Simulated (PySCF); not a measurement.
Distorted geometries of Pr2O3

Pr2O3 (singlet in the valence; each metal's 4f electrons, 2 of them, lie in its core potential, out of spins and levels). PySCF 2.14.0, RKS B3LYP, Pr lcecp-1-SVP with ECP48, O def2-SVP; non-relativistic Hamiltonian with scalar-relativistic core potentials where named; density fitting; no spin-orbit coupling. Relaxed geometry:

```xyz
5

Pr    0.0000    0.0000    1.4864
Pr    0.0000    0.0000   -1.4864
O     1.5808    0.0000    0.0000
O    -0.7904    1.3690    0.0000
O    -0.7904   -1.3690    0.0000
```

Question: Order these distorted geometries by energy above the relaxed one, lowest first.
A.
```xyz
5

Pr    0.0121    0.0373    1.4544
Pr   -0.0237   -0.0089   -1.4731
O     1.5856    0.0084   -0.0138
O    -0.7703    1.3306    0.0178
O    -0.8037   -1.3673    0.0147
```
B.
```xyz
5

Pr    0.2094   -0.1346    1.3491
Pr   -0.0285   -0.2305   -1.5374
O     1.2301   -0.0571   -0.1413
O    -0.4059    1.7668    0.1291
O    -1.0051   -1.3447    0.2006
```
C.
```xyz
5

Pr    0.0405   -0.0339    1.4332
Pr   -0.0271    0.0374   -1.5242
O     1.5680    0.0077    0.0020
O    -0.7842    1.4373   -0.0037
O    -0.7973   -1.4485    0.0927
```

Answer: A (0.07 eV), C (0.23 eV), B (4.07 eV).

Question: Which forces (eV/Å) act in the one that lies 4.07 eV up?

Answer: 
```
Pr  -5.72  2.71 11.73
Pr  -5.29  1.14 -3.41
O   11.38 -0.81 -5.27
O   -0.30 -2.85 -0.64
O   -0.06 -0.19 -2.40
```
Forces carry noise of the integration grid, about 0.01 to 0.03 eV/Å.

An lcecp potential fixes the number of 4f electrons, so in runs with it no electron can move into or out of that shell.
